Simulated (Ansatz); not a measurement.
Ansatz (a first-principles code) input (HF/6-31G* with LANL2DZ past Ar): The .json file joins the Basis Set Exchange's 6-31G* for atoms up to Ar and LANL2DZ past it.

Ansatz 0.2 input:
```yaml
crystal:
  periodic: [false, false, false]
  atoms:
    - {symbol: Si, position_ang: [-1.59027291, 0.15517913, -0.03184579]}
    - {symbol: Ge, position_ang: [0.65194889, -0.02229161, 0.01509884]}
    - {symbol: H, position_ang: [-1.80338140, -1.35623514, -0.11187273]}
    - {symbol: H, position_ang: [1.56658271, -1.28643845, -0.02467748]}
    - {symbol: H, position_ang: [1.63825495, 1.18349722, 0.09922836]}
basis:
  gaussian:
    orbitals: 6-31Gs+LANL2DZ.json
hamiltonian:
  xc: {name: HF}
total_charge: -1
phonons: {temperatures: {t_min: 298.15, t_max: 298.15, t_step: 100}}
```

Output:

```
Functional definition: HF
integrals: 0.00 GiB planned
415 factors; integrals over basis functions are off by at most 3.9e-4 eV
mean field: 0.05 GiB planned
mean field evaluation 1: about -8005.7994 eV, gradient 1.1e1 eV
mean field evaluation 2: about -8005.8014 eV, gradient 1.1e1 eV
mean field evaluation 4: about -8006.5565 eV, gradient 1.4e0 eV
mean field evaluation 8: about -8006.5831 eV, gradient 1.8e-3 eV
mean field -8006.58309910 eV, -294.2365018349 hartree, gradient 7.7e-6 eV, S^2 0.000000; 0 other end points of the search recorded, 0 dependent functions left out
the calculation of the forces begins
reference -8006.58309910 eV, -294.2365018349 hartree; 11, 11 occupied and 22, 22 virtual orbitals, 415 factors
these checks for a lower state are left out or cut short: stability, starts, cluster_reference, orbital_swaps, neighbouring_geometries, increment
integrals: 0.00 GiB planned
415 factors; integrals over basis functions are off by at most 3.9e-4 eV
mean field: 0.05 GiB planned
mean field evaluation 16: about -8006.5830 eV, gradient 8.0e-5 eV
mean field -8006.58304172 eV, -294.2364997264 hartree, gradient 1.4e-6 eV, S^2 0.000000; 0 other end points of the search recorded, 0 dependent functions left out
the calculation of the forces begins
reference -8006.58304172 eV, -294.2364997264 hartree; 11, 11 occupied and 22, 22 virtual orbitals, 415 factors
these checks for a lower state are left out or cut short: stability, starts, cluster_reference, orbital_swaps, neighbouring_geometries, increment
integrals: 0.00 GiB planned
415 factors; integrals over basis functions are off by at most 3.9e-4 eV
mean field: 0.05 GiB planned
mean field -8006.58304975 eV, -294.2365000213 hartree, gradient 1.2e-6 eV, S^2 0.000000; 0 other end points of the search recorded, 0 dependent functions left out
the calculation of the forces begins
reference -8006.58304975 eV, -294.2365000213 hartree; 11, 11 occupied and 22, 22 virtual orbitals, 415 factors
these checks for a lower state are left out or cut short: stability, starts, cluster_reference, orbital_swaps, neighbouring_geometries, increment
integrals: 0.00 GiB planned
415 factors; integrals over basis functions are off by at most 3.9e-4 eV
mean field: 0.05 GiB planned
mean field evaluation 32: about -8006.5831 eV, gradient 1.3e-6 eV
mean field -8006.58307206 eV, -294.2365008412 hartree, gradient 1.3e-6 eV, S^2 0.000000; 0 other end points of the search recorded, 0 dependent functions left out
the calculation of the forces begins
reference -8006.58307206 eV, -294.2365008412 hartree; 11, 11 occupied and 22, 22 virtual orbitals, 415 factors
these checks for a lower state are left out or cut short: stability, starts, cluster_reference, orbital_swaps, neighbouring_geometries, increment
integrals: 0.00 GiB planned
415 factors; integrals over basis functions are off by at most 3.9e-4 eV
mean field: 0.05 GiB planned
mean field -8006.58307104 eV, -294.2365008037 hartree, gradient 2.5e-6 eV, S^2 0.000000; 0 other end points of the search recorded, 0 dependent functions left out
the calculation of the forces begins
reference -8006.58307104 eV, -294.2365008037 hartree; 11, 11 occupied and 22, 22 virtual orbitals, 415 factors
these checks for a lower state are left out or cut short: stability, starts, cluster_reference, orbital_swaps, neighbouring_geometries, increment
integrals: 0.00 GiB planned
415 factors; integrals over basis functions are off by at most 3.9e-4 eV
mean field: 0.05 GiB planned
mean field -8006.58303397 eV, -294.2364994416 hartree, gradient 1.3e-6 eV, S^2 0.000000; 0 other end points of the search recorded, 0 dependent functions left out
the calculation of the forces begins
reference -8006.58303397 eV, -294.2364994416 hartree; 11, 11 occupied and 22, 22 virtual orbitals, 415 factors
these checks for a lower state are left out or cut short: stability, starts, cluster_reference, orbital_swaps, neighbouring_geometries, increment
integrals: 0.00 GiB planned
415 factors; integrals over basis functions are off by at most 3.9e-4 eV
mean field: 0.05 GiB planned
mean field -8006.58302986 eV, -294.2364992903 hartree, gradient 1.3e-6 eV, S^2 0.000000; 0 other end points of the search recorded, 0 dependent functions left out
the calculation of the forces begins
reference -8006.58302986 eV, -294.2364992903 hartree; 11, 11 occupied and 22, 22 virtual orbitals, 415 factors
these checks for a lower state are left out or cut short: stability, starts, cluster_reference, orbital_swaps, neighbouring_geometries, increment
integrals: 0.00 GiB planned
415 factors; integrals over basis functions are off by at most 3.9e-4 eV
mean field: 0.05 GiB planned
mean field -8006.58304935 eV, -294.2365000066 hartree, gradient 1.3e-6 eV, S^2 0.000000; 0 other end points of the search recorded, 0 dependent functions left out
[...]
415 factors; integrals over basis functions are off by at most 3.9e-4 eV
mean field: 0.05 GiB planned
mean field evaluation 64: about -8006.5830 eV, gradient 7.0e-2 eV
mean field -8006.58305470 eV, -294.2365002033 hartree, gradient 1.3e-6 eV, S^2 0.000000; 0 other end points of the search recorded, 0 dependent functions left out
the calculation of the forces begins
reference -8006.58305470 eV, -294.2365002033 hartree; 11, 11 occupied and 22, 22 virtual orbitals, 415 factors
these checks for a lower state are left out or cut short: stability, starts, cluster_reference, orbital_swaps, neighbouring_geometries, increment
integrals: 0.00 GiB planned
415 factors; integrals over basis functions are off by at most 3.9e-4 eV
mean field: 0.05 GiB planned
mean field -8006.58305672 eV, -294.2365002774 hartree, gradient 8.9e-7 eV, S^2 0.000000; 0 other end points of the search recorded, 0 dependent functions left out
the calculation of the forces begins
reference -8006.58305672 eV, -294.2365002774 hartree; 11, 11 occupied and 22, 22 virtual orbitals, 415 factors
these checks for a lower state are left out or cut short: stability, starts, cluster_reference, orbital_swaps, neighbouring_geometries, increment
integrals: 0.00 GiB planned
415 factors; integrals over basis functions are off by at most 3.9e-4 eV
mean field: 0.05 GiB planned
mean field -8006.58304765 eV, -294.2364999442 hartree, gradient 2.8e-6 eV, S^2 0.000000; 0 other end points of the search recorded, 0 dependent functions left out
the calculation of the forces begins
reference -8006.58304765 eV, -294.2364999442 hartree; 11, 11 occupied and 22, 22 virtual orbitals, 415 factors
these checks for a lower state are left out or cut short: stability, starts, cluster_reference, orbital_swaps, neighbouring_geometries, increment
integrals: 0.00 GiB planned
415 factors; integrals over basis functions are off by at most 3.9e-4 eV
mean field: 0.05 GiB planned
mean field -8006.58309388 eV, -294.2365016432 hartree, gradient 9.6e-7 eV, S^2 0.000000; 0 other end points of the search recorded, 0 dependent functions left out
the calculation of the forces begins
reference -8006.58309388 eV, -294.2365016432 hartree; 11, 11 occupied and 22, 22 virtual orbitals, 415 factors
these checks for a lower state are left out or cut short: stability, starts, cluster_reference, orbital_swaps, neighbouring_geometries, increment
integrals: 0.00 GiB planned
415 factors; integrals over basis functions are off by at most 3.9e-4 eV
mean field: 0.05 GiB planned
mean field -8006.58309496 eV, -294.2365016829 hartree, gradient 1.7e-6 eV, S^2 0.000000; 0 other end points of the search recorded, 0 dependent functions left out
the calculation of the forces begins
reference -8006.58309496 eV, -294.2365016829 hartree; 11, 11 occupied and 22, 22 virtual orbitals, 415 factors
these checks for a lower state are left out or cut short: stability, starts, cluster_reference, orbital_swaps, neighbouring_geometries, increment
integrals: 0.00 GiB planned
415 factors; integrals over basis functions are off by at most 3.9e-4 eV
mean field: 0.05 GiB planned
mean field evaluation 96: about -8006.5793 eV, gradient 6.1e-5 eV
mean field -8006.58306212 eV, -294.2365004760 hartree, gradient 1.3e-6 eV, S^2 0.000000; 0 other end points of the search recorded, 0 dependent functions left out
the calculation of the forces begins
reference -8006.58306212 eV, -294.2365004760 hartree; 11, 11 occupied and 22, 22 virtual orbitals, 415 factors
these checks for a lower state are left out or cut short: stability, starts, cluster_reference, orbital_swaps, neighbouring_geometries, increment
integrals: 0.00 GiB planned
415 factors; integrals over basis functions are off by at most 3.9e-4 eV
mean field: 0.05 GiB planned
mean field -8006.58306800 eV, -294.2365006920 hartree, gradient 1.3e-6 eV, S^2 0.000000; 0 other end points of the search recorded, 0 dependent functions left out
the calculation of the forces begins
reference -8006.58306800 eV, -294.2365006920 hartree; 11, 11 occupied and 22, 22 virtual orbitals, 415 factors
these checks for a lower state are left out or cut short: stability, starts, cluster_reference, orbital_swaps, neighbouring_geometries, increment
integrals: 0.00 GiB planned
415 factors; integrals over basis functions are off by at most 3.9e-4 eV
mean field: 0.05 GiB planned
mean field -8006.58309170 eV, -294.2365015629 hartree, gradient 5.5e-7 eV, S^2 0.000000; 0 other end points of the search recorded, 0 dependent functions left out
the calculation of the forces begins
reference -8006.58309170 eV, -294.2365015629 hartree; 11, 11 occupied and 22, 22 virtual orbitals, 415 factors
these checks for a lower state are left out or cut short: stability, starts, cluster_reference, orbital_swaps, neighbouring_geometries, increment
integrals: 0.00 GiB planned
415 factors; integrals over basis functions are off by at most 3.9e-4 eV
mean field: 0.05 GiB planned
mean field -8006.58308580 eV, -294.2365013464 hartree, gradient 2.5e-6 eV, S^2 0.000000; 0 other end points of the search recorded, 0 dependent functions left out
the calculation of the forces begins
reference -8006.58308580 eV, -294.2365013464 hartree; 11, 11 occupied and 22, 22 virtual orbitals, 415 factors
these checks for a lower state are left out or cut short: stability, starts, cluster_reference, orbital_swaps, neighbouring_geometries, increment
integrals: 0.00 GiB planned
415 factors; integrals over basis functions are off by at most 3.9e-4 eV
mean field: 0.05 GiB planned
mean field evaluation 128: about -8006.5831 eV, gradient 1.3e-6 eV
mean field -8006.58306751 eV, -294.2365006740 hartree, gradient 1.3e-6 eV, S^2 0.000000; 0 other end points of the search recorded, 0 dependent functions left out
the calculation of the forces begins
reference -8006.58306751 eV, -294.2365006740 hartree; 11, 11 occupied and 22, 22 virtual orbitals, 415 factors
these checks for a lower state are left out or cut short: stability, starts, cluster_reference, orbital_swaps, neighbouring_geometries, increment
integrals: 0.00 GiB planned
415 factors; integrals over basis functions are off by at most 3.9e-4 eV
mean field: 0.05 GiB planned
mean field -8006.58306678 eV, -294.2365006472 hartree, gradient 1.3e-6 eV, S^2 0.000000; 0 other end points of the search recorded, 0 dependent functions left out
the calculation of the forces begins
reference -8006.58306678 eV, -294.2365006472 hartree; 11, 11 occupied and 22, 22 virtual orbitals, 415 factors
these checks for a lower state are left out or cut short: stability, starts, cluster_reference, orbital_swaps, neighbouring_geometries, increment
integrals: 0.00 GiB planned
415 factors; integrals over basis functions are off by at most 3.9e-4 eV
mean field: 0.05 GiB planned
mean field -8006.58308662 eV, -294.2365013764 hartree, gradient 2.7e-6 eV, S^2 0.000000; 0 other end points of the search recorded, 0 dependent functions left out
the calculation of the forces begins
reference -8006.58308662 eV, -294.2365013764 hartree; 11, 11 occupied and 22, 22 virtual orbitals, 415 factors
these checks for a lower state are left out or cut short: stability, starts, cluster_reference, orbital_swaps, neighbouring_geometries, increment
integrals: 0.00 GiB planned
415 factors; integrals over basis functions are off by at most 3.9e-4 eV
mean field: 0.05 GiB planned
mean field -8006.58308708 eV, -294.2365013931 hartree, gradient 2.8e-6 eV, S^2 0.000000; 0 other end points of the search recorded, 0 dependent functions left out
the calculation of the forces begins
reference -8006.58308708 eV, -294.2365013931 hartree; 11, 11 occupied and 22, 22 virtual orbitals, 415 factors
Total energy: -8006.58309910 eV, -294.2365018349 hartree
Atom 0 at    -1.590273     0.155179    -0.031846 Å, force     0.000312    -0.001675    -0.000075 eV/Å
Atom 1 at     0.651949    -0.022292     0.015099 Å, force    -0.001550     0.000818     0.000002 eV/Å
Atom 2 at    -1.803381    -1.356235    -0.111873 Å, force    -0.000309     0.001882     0.000085 eV/Å
Atom 3 at     1.566583    -1.286438    -0.024677 Å, force     0.001671    -0.001145    -0.000015 eV/Å
Atom 4 at     1.638255     1.183497     0.099228 Å, force    -0.000124     0.000120     0.000003 eV/Å
Dipole moment:     0.540103    -0.133674     0.006812 e Å
Vibrations: 272.26 410.91 448.44 644.78 750.79 955.95 2027.53 2057.32 2074.66 cm⁻¹, zero-point energy 0.597768 eV
```

The blocks after the first are displaced geometries, from whose forces the wavenumbers follow.

The dipole moment of an ion depends on the origin.
